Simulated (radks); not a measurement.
Spherical quantum dot in the effective-mass picture: electrons in a parabolic well V = omega^2 r^2 / 2 with omega = 0.412, all in effective atomic units (hartree* = m*/eps^2 hartree, bohr* = eps/m* bohr), one dielectric constant everywhere. Method: non-relativistic Kohn-Sham, r2SCAN, spin-polarised, spherical densities, generalised Kohn-Sham scheme; computed with a radial shooting solver with Libxc functionals. Levels are named by radial order and angular momentum (1s, 1p, 1d, 2s, ...), and open shells are averaged over m. Results are scaled to m* = 0.072 and eps = 5.3, for which hartree* = 69.75 meV and bohr* = 3.895 nm.

N = 4, configuration 1s2 1p(up 2, down 0). This is the lowest configuration that the search found. Occupied and some empty levels:

level    occupation  eigenvalue (meV)  <r> (nm)
1s up             1            128.66     8.541
1s down           1            133.83     8.165
1p up             2            148.60     10.43
1p down           0            154.90     10.35
1d up             0            172.61     11.96
1d down           0            178.73     11.91
2s up             0            179.20     10.68
2s down           0            181.61     10.52
1f up             0            199.14     13.31
1f down           0            205.19     13.17

Energy (meV): total 376.739, kinetic 86.096, external 155.68, Hartree 207.24, exchange-correlation -72.281.
